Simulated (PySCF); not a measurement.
Working out the ionisation energy of Al⁺

Al⁺ [Ne] 3s2 (1S) → Al²⁺ [Ne] 3s1 (2S). All numbers are calculated (PySCF 2.14, scalar relativity by spin-free X2C-1e, in ANO-RCC-VTZP). Frozen: 1s2. Energies in hartree (1 hartree = 27.21139 eV):

| part | Al⁺ (lower) | Al²⁺ (upper) |
| --- | --- | --- |
| UHF | -242.109624 | -241.464558 |
| MP2 opposite-spin | -0.174560 | -0.145689 |
| MP2 same-spin | -0.062599 | -0.059974 |

What does Hartree-Fock give?

(-241.464558) − (-242.109624) = 0.645066 hartree = 17.553 eV.

What do MP2 and SCS-MP2 (6/5 opposite-spin, 1/3 same-spin) give?

The opposite-spin parts differ by 0.786 eV and the same-spin parts by 0.071 eV. MP2: 17.553 + (0.786) + (0.071) = 18.410 eV. SCS-MP2: 17.553 + 1.2 × (0.786) + (0.071)/3 = 18.520 eV.

Measured between the centres of the two terms (NIST): 18.829 eV, so MP2 (valence and next inner shell) is off by -0.419 eV.

What remains against the reference includes basis incompleteness, the frozen core and correlation beyond second order.
